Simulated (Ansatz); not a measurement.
V(H2O)2OCl2 (VCl₂O₃H₄). Charge 0, multiplicity 2. Geometry PBE0-D4/def2-SVP; atoms count from 1.

```xyz
10

V     0.1008   -0.1681    0.0427
O     0.3544    0.0358   -1.9849
H    -0.0461   -0.6213   -2.5682
H     1.2386    0.2783   -2.2898
O    -0.6291    0.4225    1.8689
H    -0.0020    0.7028    2.5475
H    -1.3361   -0.1150    2.2494
O     0.8755   -1.4604    0.3698
Cl   -2.0608   -0.6892   -0.4375
Cl    1.5048    1.6146    0.2022
```

No other spin state of charge 0 was run.

(1) Estimate the Mulliken populations from the PBE0/def2-TZVP orbitals of Ansatz.

(2) Where does the spin sit?

(3) And the Mayer bond orders between bonded heavy atoms (over 0.3)?

Results:

(1) 
```
atom  charge (e)  spin (α − β)  d electrons
  V1        1.00          1.16         3.33
  O2       -0.57         -0.01            –
  H3        0.38          0.00            –
  H4        0.38          0.00            –
  O5       -0.57         -0.01            –
  H6        0.38          0.00            –
  H7        0.38          0.00            –
  O8       -0.45         -0.16            –
 Cl9       -0.47          0.01            –
Cl10       -0.47          0.01            –
```
Mulliken values and Mayer orders depend strongly on the basis.

(2) Summed by element: V 1.16, O -0.19, H 0.01, Cl 0.02, of 1 unpaired in all. Largest on single atoms: V1 1.16, O8 -0.16, O5 -0.01.

(3) V1–O2 0.34 (2.05 Å); V1–O5 0.34 (2.05 Å); V1–O8 2.23 (1.54 Å); V1–Cl9 0.86 (2.27 Å); V1–Cl10 0.86 (2.27 Å).
